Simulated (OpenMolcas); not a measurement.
Computed levels of 5d3 in ions with 71 electrons, in cm-1 above 4F 3/2.

```
Program             : OpenMolcas 26.06
Method              : CASSCF
Basis               : ANO-R3
Scalar Hamiltonian  : X2C, finite nucleus
Spin-orbit coupling : RASSI with atomic mean-field integrals over the reference wave functions, term energies averaged over their components
```

Active space for each ion: 3 electrons in 5 orbitals (5d).

```csv
Level,Ta2+,W3+,Re4+,Ir6+,Pt7+
4F 5/2,2361,3375,4543,7493,9262
4F 7/2,4859,6742,8816,13694,16442
4F 9/2,7191,9678,12279,17899,20850
4P 1/2,12501,14812,17062,21774,24303
2G 7/2,14633,17908,21249,28622,32735
4P 5/2,15896,19482,23106,30946,35174
2P 1/2,19264,23576,27928,37365,42505
2H 11/2,20470,25088,29721,39677,45056
2D 5/2(1),22454,27563,32674,43578,49413
```

Estimate 4F 9/2, 4P 1/2, 2G 7/2 for Os5+ from its neighbours Re4+ and Ir6+.

4F 9/2 is fine structure, which grows about as the fourth power of a screened charge, so the fourth roots are averaged: ((12279^0.25 + 17899^0.25) / 2)^4 = 14891. The calculation gives 15012, so the estimate is off by -0.8 %; the measured value is 14678 (the list in Brasseur, Palmeri and Quinet, Atoms 13, 11 (2025)).
4P 1/2 is another term, which grows about linearly with the charge: (17062 + 21774) / 2 = 19418. The calculation gives 19353, so the estimate is off by +0.3 %; the measured value is 16772 (the list in Brasseur, Palmeri and Quinet, Atoms 13, 11 (2025)).
2G 7/2 is another term, which grows about linearly with the charge: (21249 + 28622) / 2 = 24936. The calculation gives 24775, so the estimate is off by +0.6 %; the measured value is 22920 (the list in Brasseur, Palmeri and Quinet, Atoms 13, 11 (2025)).

Mixed levels, with the weight of the term that names them: Os5+ 4F 9/2 (68 %), Ir6+ 4F 9/2 (61 %), Ir6+ 4P 1/2 (74 %), Ir6+ 2P 1/2 (74 %), Pt7+ 4F 9/2 (53 %), Pt7+ 4P 1/2 (72 %), Pt7+ 2P 1/2 (72 %).

Without dynamic correlation excited terms often stand tens of per cent too high (terms of higher spin than the ground term too low), and those without a measured partner can miss by more than the paired ones. Configurations with an s electron lie low in 5d ions of this charge, fall among these levels and mix in, so low-spin terms can stand far too high, up to twice their true height, and weights are not those of the real levels (holds for Ta2+). Some levels mix across a computed gap that differs much from the measured one, so their mixing is not that of the real levels (holds for W3+). Measured partners are found by configuration, term and J. A level has none where our copy of the source lacks it or the pairing is in doubt (some pairs that miss far off the trend of their configuration count as doubtful), and it then counts in no deviation. Levels of configurations outside the active space are missing.

A number in round brackets counts repeated terms of one configuration in the order of the reference energies.
